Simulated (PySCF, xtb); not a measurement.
C2H5ClSi2, SMILES C#C[Si@@H]([SiH3])Cl.

Harmonic wavenumbers (cm⁻¹) from GFN2-xTB in xtb at its own minimum, in rising order: 37, 80, 108, 123, 253, 278, 391, 447, 459, 508, 611, 635, 678, 685, 693, 785, 798, 807, 2187, 2199, 2235, 2246, 2248, 3350.

Q: What does PBE0-D3(BJ)/def2-SVP in PySCF give at its own minimum? (The exact figures need the calculation; the answer reports its results.)

A: 85, 108, 119, 134, 290, 330, 406, 508, 526, 559, 660, 739, 754, 761, 797, 866, 929, 930, 2164, 2225, 2239, 2244, 2251, 3473. Paired by order, the mean absolute difference is 54 cm⁻¹ and the zero-point energies are 32.7 and 34.4 kcal/mol.
